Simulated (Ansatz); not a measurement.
Reaction (cleavage of the Ge–In bond): `[F][InH][GeH3]` + CH₃OH → `C[O][GeH3]` + `[F][InH2]`

Gas-phase electronic energies from Ansatz, PBE0-D4/def2-TZVP geometries. CCSD(T)/CBS is the MP2 limit (def2-TZVPP, def2-QZVPP) plus CCSD(T) − MP2 in def2-TZVPP, frozen cores. This one scheme is used for every species. DFT in def2-TZVPP. B3LYP here is the variant with VWN-RPA as its local correlation; programs differ in this. HSE06 is defined as in plane-wave codes. Elements past krypton have def2 core potentials. For Ge, In outer-core shells are correlated without core-valence functions, which leaves a few kJ/mol of doubt a bond. Scalar relativity is left out up to krypton.

`[F][InH][GeH3]`:

Z-matrix (Å, degrees):
```
Ge
In 1 2.588
H 1 1.538 2 109.2
H 1 1.538 2 111.2 3 119.3
H 1 1.535 2 110.3 3 -119.5
F 2 1.966 1 109.9 3 84.1
H 2 1.715 1 140.3 3 -95.1
```

CH₃OH:

Z-matrix (Å, degrees):
```
C
O 1 1.409
H 1 1.097 2 112.4
H 1 1.090 2 107.0 3 -118.5
H 1 1.097 2 112.4 3 123.0
H 2 0.959 1 108.5 3 -61.6
```

`C[O][GeH3]`:

Cartesian coordinates in Å:
```
C -0.988 -0.180 -0.937
O -0.372 0.794 -0.131
Ge 0.956 0.274 0.932
H -1.773 0.308 -1.519
H -1.452 -0.978 -0.341
H -0.282 -0.644 -1.639
H 0.426 -0.797 1.907
H 1.400 1.545 1.660
H 2.085 -0.323 0.068
```

`[F][InH2]`:

```xyz
4

F     0.089    1.577   -0.793
In   -0.010   -0.173    0.087
H    -1.289   -1.090   -0.560
H     1.210   -0.314    1.266
```

| level | ΔE (kcal/mol) | difference from CCSD(T)/CBS |
| --- | --- | --- |
| LDA (SPW92) | 10.1 | 1.0 |
| PBE-D4 | 10.5 | 1.4 |
| revPBE-D4 | 9.0 | -0.1 |
| BLYP-D4 | 8.1 | -1.0 |
| r2SCAN-D4 | 8.3 | -0.8 |
| B97M-V | 4.3 | -4.8 |
| PBE0-D4 | 10.3 | 1.2 |
| B3LYP-D4 | 8.3 | -0.8 |
| r2SCANh-D4 | 8.6 | -0.5 |
| r2SCAN0-D4 | 8.9 | -0.2 |
| HSE06-D4 | 10.4 | 1.3 |
| CAM-B3LYP-D4 | 6.7 | -2.4 |
| ωB97X-V | 6.6 | -2.5 |
| ωB97M-V | 7.7 | -1.4 |
| B2PLYP | 7.8 | -1.3 |
| PBE-QIDH | 8.7 | -0.4 |
| PBE | 10.9 | 1.8 |
| revPBE | 11.0 | 1.9 |
| BLYP | 9.2 | 0.1 |
| r2SCAN | 8.4 | -0.7 |
| PBE0 | 10.5 | 1.4 |
| B3LYP | 8.9 | -0.2 |
| r2SCANh | 8.7 | -0.4 |
| r2SCAN0 | 9.0 | -0.1 |
| HSE06 | 10.6 | 1.5 |
| BHLYP | 7.7 | -1.4 |
| CAM-B3LYP | 7.0 | -2.1 |
| LC-ωPBE | 7.6 | -1.5 |
| RPA@PBE/def2-TZVPP | 5.9 | -3.2 |
| MP2/def2-SVP | 5.8 | -3.3 |
| CCSD(T)/def2-SVP | 6.8 | -2.3 |
| HF/def2-TZVPP | 4.9 | -4.2 |
| MP2/def2-TZVPP | 7.3 | -1.8 |
| SCS-MP2/def2-TZVPP | 5.9 | -3.2 |
| CCSD/def2-TZVPP | 7.2 | -1.9 |
| HF/def2-QZVPP | 4.7 | -4.4 |
| SCS-MP2/def2-QZVPP | 6.9 | -2.2 |
| HF/CBS(def2) | 4.7 | -4.4 |
| MP2/CBS(def2) | 9.3 | 0.2 |
| CCSD/CBS(def2) | 9.2 | 0.1 |
| CCSD(T)/CBS | 9.1 | 0 |

Largest T1 diagnostic among the species: 0.016.

From BLYP to BHLYP (50 % exact exchange), in def2-TZVPP and without D4, ΔE moves by −1.5 kcal/mol. Leaving LDA and LC-ωPBE aside and taking each functional with its dispersion term where it has one, the values spread over 6.1 kcal/mol, from B97M-V to PBE-D4. LDA lies −0.8 kcal/mol from PBE without D4.
